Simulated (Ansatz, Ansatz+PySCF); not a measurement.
Two shapes of singlet Li6.

Shape 1:

```xyz
6

Li    2.6000    0.0000    0.0000
Li    1.3000    2.2517    0.0000
Li   -1.3000    2.2517    0.0000
Li   -2.6000    0.0000    0.0000
Li   -1.3000   -2.2517    0.0000
Li    1.3000   -2.2517    0.0000
```

Shape 2:

```xyz
6

Li    2.5220    0.0000    0.0000
Li    1.2610    2.1841    0.0000
Li   -1.2610    2.1841    0.0000
Li   -2.5220    0.0000    0.0000
Li   -1.2610   -2.1841    0.0000
Li    1.2610   -2.1841    0.0000
```

Basis set: 6-31G (spherical functions). All electrons are correlated. Charge 0, multiplicity 1.

Computed with Ansatz (development build ahead of 0.2.0); each method stands on the lowest determinant of its kind that the runs found.

(1) Which shape is lower in energy, and by how much in each method?

Results:

(1)

```
 method  E(2) − E(1) (eV)
    RHF             0.300
RHF-MP2             0.270
```

Shape 1 is lower. Caution: no unrestricted run beside it, a lower state can exist.
